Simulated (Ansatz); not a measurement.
`FC=C(Cl)Cl` + HI → `ClC(Cl)=CI` + H–F at 298.15 K and 1 bar (substitution at a C–F bond).

Computed with Ansatz on PBE0-D4/def2-TZVP structures; ΔE is electronic, products minus reactants. CBS: MP2 limit from def2 TZ/QZ plus the TZ coupled-cluster correction, frozen cores. This one scheme is used for every species. Elements past krypton have def2 core potentials. For I outer-core shells are correlated without core-valence functions, which leaves a few kJ/mol of doubt a bond.

```tsv
species	CCSD(T)/CBS energy (Eh)	H − E (kJ/mol)	S (J/(mol·K))
`FC=C(Cl)Cl`	-1096.00454	85.6	313.6
HI	-298.03592	22.7	206.5
`ClC(Cl)=CI`	-1293.66545	80.2	343.6
H–F	-100.39570	33.5	173.6
```

H − E and S are ideal-gas, rigid-rotor, harmonic terms from PBE0-D4/def2-TZVP. 1 Eh = 2625.50 kJ/mol, R = 8.31446 J/(mol·K).

**Question.** By hand: ΔE, ΔH, ΔS and ΔG.

**Answer.** ΔE = (-1293.66545) + (-100.39570) − (-1096.00454) − (-298.03592) = -0.02069 Eh = -54.3 kJ/mol. Δ(H − E) = 80.2 + 33.5 − 85.6 − 22.7 = 5.4, so ΔH = -48.9 kJ/mol. ΔS = 343.6 + 173.6 − 313.6 − 206.5 = -2.9 J/(mol·K). ΔG = -48.9 − 298.15 × (-2.9)/1000 = -48.0 kJ/mol.

**Question.** By hand: the equilibrium constant, and the temperature at which ΔG would vanish if ΔH and ΔS stayed fixed.

**Answer.** log₁₀ K = −ΔG/(RT ln 10) = 8.4. ΔG = 0 at ΔH/ΔS = 16862 K, far beyond where these terms or the molecules hold.

The number of gas molecules stays the same, so ΔS is small and ΔH decides. A doubt of 5 kJ/mol in ΔE shifts log₁₀ K by 0.9 here. These are equilibria of isolated gas molecules and say nothing of rates. Largest T1 diagnostic: 0.011 (customary marks: 0.02 for closed shells, 0.045 for open ones).
